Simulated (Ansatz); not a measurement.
`FB1CC1` + H₂O → `OB1CC1` + H–F at 500 K and 1 bar (formal hydrolysis of a B–F bond).

Program: Ansatz. Geometries: PBE0-D4/def2-TZVP. ΔE: electronic, gas phase. CCSD(T)/CBS is the MP2 limit (def2-TZVPP, def2-QZVPP) plus CCSD(T) − MP2 in def2-TZVPP, frozen cores. This one scheme is used for every species. Each species was taken in one conformer, which may not be the lowest.

```csv
species,CCSD(T)/CBS energy (Eh),H − E (kJ/mol),S (J/(mol·K))
`FB1CC1`,-203.10011,184.4,317.3
H₂O,-76.37941,73.2,206.3
`OB1CC1`,-179.08502,220.0,328.2
H–F,-100.39570,39.4,188.7
```

H − E and S are ideal-gas, rigid-rotor, harmonic terms from PBE0-D4/def2-TZVP, for one conformer and one mirror image of each species. 1 Eh = 2625.50 kJ/mol, R = 8.31446 J/(mol·K).

**Question.** By hand: ΔE, ΔH, ΔS and ΔG.

**Answer.** ΔE = (-179.08502) + (-100.39570) − (-203.10011) − (-76.37941) = -0.00120 Eh = -3.2 kJ/mol. Δ(H − E) = 220.0 + 39.4 − 184.4 − 73.2 = 1.8, so ΔH = -1.4 kJ/mol. ΔS = 328.2 + 188.7 − 317.3 − 206.3 = -6.7 J/(mol·K). ΔG = -1.4 − 500 × (-6.7)/1000 = 2.0 kJ/mol.

**Question.** By hand: the equilibrium constant, and the temperature at which ΔG would vanish if ΔH and ΔS stayed fixed.

**Answer.** log₁₀ K = −ΔG/(RT ln 10) = -0.2. ΔG = 0 at ΔH/ΔS = 209 K, though so small a ΔH makes that figure unsure.

TΔS isn't small against ΔH here. The sign of ΔG lies within the doubt. A doubt of 5 kJ/mol in ΔE shifts log₁₀ K by 0.5 here. Other conformers and mirror images would add mixing entropy, several J/(mol·K) or more a flexible species. These are equilibria of isolated gas molecules and say nothing of rates. Largest T1 diagnostic: 0.012 (customary marks: 0.02 for closed shells, 0.045 for open ones).
